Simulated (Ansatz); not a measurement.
Hg2O2⁻ (the lowest doublet isomer of a short search) was relaxed with r2SCAN-D4 (def2-TZVPD) in Ansatz in these states: charge -1 doublet, charge -1 quartet. The geometries follow in no particular order.

In the def2 sets Hg takes a core potential; there is no spin–orbit coupling.

A:

```xyz
4

Hg   -1.1920   -1.5799   -0.9590
Hg    1.5758   -0.7850    0.7270
O     0.0324    1.3958    0.7020
O    -0.4161    0.9691   -0.4701
```

B:

| atom | x (Å) | y (Å) | z (Å) |
| --- | --- | --- | --- |
| Hg1 | 1.784 | -0.986 | -0.805 |
| Hg2 | -0.677 | 0.170 | -2.078 |
| O3 | -1.051 | 0.642 | 1.185 |
| O4 | -0.056 | 0.174 | 1.698 |

Problem. Judge from the bond lengths which geometry belongs to which state (an estimate).

Solution. A is the charge -1 doublet (O3–O4 1.325 Å); B is the charge -1 quartet (O3–O4 1.213 Å).

At r2SCAN-D4/def2-TZVPD the highest occupied level of the charge -1 doublet lies above zero (up to 1.06 eV). By energy differences its removal costs 1.93 eV (vertical, to the charge 0 triplet, at r2SCAN-D4/def2-TZVPD); a positive level beside a positive removal energy at the same level points to self-interaction error. At r2SCAN-D4/def2-TZVPD the highest occupied level of the charge -1 quartet lies above zero (up to 1.65 eV). It is a level of α spin, whose loss leaves a triplet; that state wasn't run at this geometry and level. The electron is either unbound and held by the finite basis, or the level is raised by self-interaction error. At PBE0-D4/def2-TZVPD a doublet lies 1.32 eV below the charge -1 quartet. These are the stationary points nearest to one start from a short search; other shapes may lie lower in each state. The charge -1 quartet has come apart into loosely held pieces.
